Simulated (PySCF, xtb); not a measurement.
2-phenylselenophene (C10H8Se), SMILES c1ccc(-c2ccc[se]2)cc1.

The structure is a stationary point at PBE0-D3(BJ)/def2-SVP. One conformer was computed; it need not be the lowest.

Level of theory: IEF-PCM-PBE0/def2-SVP in PySCF.

The values are the electrostatic part of the solvation free energy, E(continuum) − E(gas) at the gas-phase geometry, in a cavity of scaled van der Waals radii (PySCF's table); cavitation and dispersion terms are not included. In vacuum the orbital gap is 5.02 eV. The dipole moment in vacuum is 0.32 D.

Task: Estimate the values in water (ε = 78.36), methanol (ε = 32.61), n-hexane (ε = 1.88). (Estimate from the structure and the level; the computed values follow.)

Result: 
| solvent | ε | ΔG(elec) (kcal/mol) | dipole (D) | gap (eV) |
|---|---|---|---|---|
| water | 78.36 | -4.5 | 0.45 | 5.03 |
| methanol | 32.61 | -4.4 | 0.45 | 5.03 |
| n-hexane | 1.88 | -1.4 | 0.37 | 5.02 |

For comparison, GFN2-xTB/ALPB(water) (xtb, at the GFN2-xTB geometry, all terms of that model) gives -0.9 kcal/mol.
